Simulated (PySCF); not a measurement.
AlH2Cl, SMILES [AlH2][Cl]. Atoms are numbered in the order given.

```xyz
4

Al     0.0000     0.0000     1.0735
H      0.0000    -1.3914     1.7993
H      0.0000     1.3914     1.7993
Cl     0.0000     0.0000    -1.0326
```

Geometry optimised at B3LYP-D3(BJ)/def2-TZVP.

Level of theory: PySCF with r2SCAN/def2-TZVPD.

Mulliken values depend strongly on the basis, most of all with diffuse functions as here. ESP charges are fitted to the potential on shells at 1.4 to 2.0 van der Waals radii. Atomic charges (e):

| atom | Mulliken | ESP fit |
|---|---|---|
| Al1 | 0.55 | ? |
| H2 | -0.13 | ? |
| H3 | -0.13 | ? |
| Cl4 | -0.29 | ? |

Q: What belongs in the gaps? (An estimate is asked for; the answer gives what the named calculation found.)

A: 
- Al1, ESP fit: 0.80
- H2, ESP fit: -0.24
- H3, ESP fit: -0.24
- Cl4, ESP fit: -0.31
